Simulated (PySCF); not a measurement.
```xyz
3
charge 0 multiplicity 1, angstrom
Ce   -0.3193    0.0000   -0.2806
N    -1.8662    0.0000    0.3885
Cl    2.0170    0.0000    0.8870
```

These are results of PBE0/[Ce def2-TZVP with ECP28, N def2-TZVP, Cl def2-TZVP], scalar-relativistic core potentials, density fitting, no spin–orbit coupling, PySCF, not measurements.

This geometry of ClCeN is a stationary point at this level.

Question: What is the point group?

Answer: Cs.

Question: Is it a minimum?

Answer: Yes: all harmonic wavenumbers are real.

Question: Give the atomic charges and bond orders.

Answer: 
| atom | Mulliken | Löwdin | polar tensor | Mayer order to Ce1 |
| --- | --- | --- | --- | --- |
| Ce1 | 0.95 | 0.54 | 1.90 | – |
| N2 | -0.45 | -0.36 | -1.10 | 2.91 |
| Cl3 | -0.50 | -0.19 | -0.80 | 0.89 |

Question: Give the ideal-gas entropy at 298.15 K and 1 bar by parts.

Answer: translation 174.2, rotation 106.0, vibration 23.1, spin 0.0; total 303.4 J/(mol K).

Other isomers or separated fragments may lie lower.
